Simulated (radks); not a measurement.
Values are calculated unless marked as measured or tabulated.
Removal energies from the thulium ion Tm5+, [Xe] 4f10, by Delta-SCF beside the eigenvalue of the level emptied. Level of theory: scalar-relativistic Kohn-Sham, BLYP, spin-polarised, spherical densities, finite nucleus; Fermi nuclear charge, rms radius of each element as measured or else 0.836 A^(1/3) + 0.57 fm (a radial shooting solver on a logarithmic mesh with Libxc functionals). Open shells are filled with parallel spins first.

removed from,final configuration,Delta-SCF (eV),-eigenvalue (eV)
4f,[Xe] 4f9,89.873,77.703
5p,[Kr] 4d10 4f10 5s2 5p5,97.078,89.242
5s,[Kr] 4d10 4f10 5s1 5p6,127.81,119.16
4d,[Kr] 4d9 4f10 5s2 5p6,262.18,249.10
